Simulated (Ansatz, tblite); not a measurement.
Cost and result up the ladder for the cluster Cu5⁺ (5 atoms). The state is a singlet with charge 1. Geometry: PBE-D4/def2-SVP.

```
atom   x (Å)   y (Å)   z (Å)
 Cu1  -1.708  -0.877  -1.381
 Cu2   1.943   1.343  -0.130
 Cu3  -2.293   0.183   0.546
 Cu4   0.000   0.000  -0.001
 Cu5   2.059  -0.649   0.966
```

Ansatz on 4 threads of Arm Neoverse V2 on a shared host; xTB runs through tblite on one thread. Times are rough, summed over both states, and most runs start from the orbitals of an earlier one. B2PLYP/def2-TZVP serves as the yardstick here, not as an exact answer. The other state is a triplet at its own geometry, which has other bonds, so the gap mixes isomer and spin.

The xTB rows come from tblite. Correlated methods freeze 45 core orbitals. At PBE0-D4/def2-TZVP a singlet of charge 1 lies 0.71 eV below the triplet, each at its own geometry. The structure comes from a short search, and lower isomers may exist.

Run but left out: HF/STO-3G (triplet: ⟨S²⟩ 8.11, where a pure state has 2.00).

Correlated methods converge slowly with the basis.

xTB has no spin-polarisation term.

```csv
level,functions,wall time,triplet − singlet (eV),difference from B2PLYP/def2-TZVP (eV),remarks
GFN1-xTB,45,0.009 s,0.71,-0.21,–
GFN2-xTB,45,0.009 s,5.84,4.93,–
PBE-D4/def2-TZVP,225,12 s,0.48,-0.44,–
MP2/def2-TZVP,225,26 s,0.93,0.01,test for broken spin undecided (singlet)
PBE0-D4/def2-TZVP,225,27 s,0.71,-0.20,–
r2SCAN-D4/def2-TZVP,225,28 s,0.33,-0.58,–
B2PLYP/def2-TZVP,225,32 s,0.91,0.00,test for broken spin undecided (singlet)
r2SCAN0-D4/def2-TZVP (with forces),225,42 s,0.61,-0.31,–
```
